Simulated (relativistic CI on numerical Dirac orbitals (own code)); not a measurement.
## Pt⁵⁺: 4f photoemission

Computed with this model: Dirac-Coulomb-Breit CI, KLI orbitals optimised for each configuration, model QED, multiplet model of photoemission in the sudden approximation, unscaled Slater integrals; configurations [Xe] 4f14 5d5 → [Xe] 4f13 5d5; 80 K; Lorentzian 0.25 eV and Gaussian 0.5 eV FWHM. Energies are those of the free ion, without screening or charge transfer. The energies are binding energies and can lie tens of eV above those of solids. S is read from ⟨S²⟩ = S(S + 1).

free ion: ground-state S = 2.38, centroid 151.30 eV. Peaks (eV, height): 149.4 (100), 152.9 (70), 154.3 (19), 155.5 (8).

Strongest unbroadened transitions for free ion:

```csv
Energy (eV),Relative strength
149.09,100.0
149.40,84.7
149.62,68.6
149.86,52.2
150.04,34.6
150.57,22.0
152.05,8.1
152.40,7.7
152.53,7.6
152.71,45.0
152.75,20.4
153.04,80.2
153.16,7.8
153.49,16.2
153.69,7.3
154.33,9.1
154.39,13.0
154.43,7.9
```
